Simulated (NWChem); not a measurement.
System: GeO cation, doublet; SMILES of the neutral closed-shell parent [O]=[Ge]

NWChem input:

```
start job
memory heap 200 mb stack 900 mb global 1100 mb
charge 1
geometry units angstroms
  Ge     0.000000     0.000000     0.347806
  O      0.000000     0.000000    -1.314341
end
basis spherical
  * library def2-tzvp
end
dft
  odft
  mult 2
  xc becke88 perdew86
  iterations 150
end
driver
  maxiter 120
end
task dft optimize
task dft freq
```

The spin multiplicity was typed, not searched, and may not be the lowest. No stability test was run on the SCF state.

The level has its own optimisation; frequencies are unscaled.

Question: Predict the main results of this run. (BP86/def2-TZVP, spin-unrestricted.) Quantities: r Ge–O (Å); highest harmonic frequency (cm⁻¹); zero-point energy (kcal/mol).

Answer: 
```json
{
 "r Ge–O (Å)": "1.657",
 "highest harmonic frequency (cm⁻¹)": "865",
 "zero-point energy (kcal/mol)": "1.2"
}
```
